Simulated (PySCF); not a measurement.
Ge(Cl)2, SMILES [Cl][Ge][Cl] (Cl2Ge), singlet, PBE0/def2-SVP optimised geometry.

```
3

Ge    -0.90    -1.08     0.00
Cl     1.29    -1.08     0.00
Cl    -1.29     1.08     0.00
```

Density from PBE0/def2-TZVP (PySCF 2.14.0) at that geometry.

Minimum of the electron density along straight lines between bonded atoms, close to the bond critical point (lines longer than 1.1 times the sum of covalent radii, or with two minima, are not listed):

```json
[
 {"bond": "Ge1–Cl2", "length / Å": "2.192", "ρ at the minimum / e bohr⁻³": "0.097", "∇²ρ there / e bohr⁻⁵": "0.15", "position (fraction from the first atom)": "0.43"},
 {"bond": "Ge1–Cl3", "length / Å": "2.192", "ρ at the minimum / e bohr⁻³": "0.097", "∇²ρ there / e bohr⁻⁵": "0.15", "position (fraction from the first atom)": "0.43"}
]
```
